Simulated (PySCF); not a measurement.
M06 on Sb⁻ (antimony, charge -1), [Kr] 4d10 5s2 5p4, high-spin 3P determinant. Computed with PySCF 2.14 in aug-cc-pVQZ-PP with one added diffuse shell each of s, p, d, f, g type with ECP28MDF (8s8p6d4f3g, 117 functions), with scalar relativity through the core potential.

```
cycle= 1 E= -240.307092976577  delta_E= -0.00643  |g|= 0.0254  |ddm|= 0.811
cycle= 2 E= -240.307562117741  delta_E= -0.000469  |g|= 0.014  |ddm|= 0.489
cycle= 3 E= -240.307618049805  delta_E= -5.59e-05  |g|= 0.00461  |ddm|= 0.356
cycle= 4 E= -240.307609183251  delta_E= 8.87e-06  |g|= 0.00605  |ddm|= 0.413
cycle= 5 E= -240.30781441618  delta_E= -0.000205  |g|= 0.002  |ddm|= 0.199
cycle= 6 E= -240.307836340488  delta_E= -2.19e-05  |g|= 0.00182  |ddm|= 0.0571
cycle= 7 E= -240.307849814647  delta_E= -1.35e-05  |g|= 0.00072  |ddm|= 0.038
cycle= 8 E= -240.30784777931  delta_E= 2.04e-06  |g|= 0.000545  |ddm|= 0.0313
cycle= 9 E= -240.307851222101  delta_E= -3.44e-06  |g|= 0.000185  |ddm|= 0.0354
cycle= 10 E= -240.307851403399  delta_E= -1.81e-07  |g|= 3.45e-05  |ddm|= 0.00856
cycle= 11 E= -240.307851401662  delta_E= 1.74e-09  |g|= 2.45e-05  |ddm|= 0.00243
cycle= 12 E= -240.307851409436  delta_E= -7.77e-09  |g|= 4.95e-06  |ddm|= 0.00114
cycle= 13 E= -240.307851409724  delta_E= -2.89e-10  |g|= 8.23e-07  |ddm|= 0.000297
converged SCF energy = -240.307851409724  <S^2> = 2.0107854  2S+1 = 3.0071817
```

Highest occupied orbital energy: 0.812 eV; ⟨L²⟩ = 2.06; populations by l: s 4.00, p 10.00, d 10.00, f 0.00.

(1) Can this result be used?

Results:

(1) With care. The calculation finished and met its thresholds. Energies and moments cover only the electrons outside the core potential. At M06 the highest occupied level has a positive energy, so only the finite basis holds that electron; in a semilocal or global hybrid functional this comes from self-interaction and does not mean that the real anion is unbound.
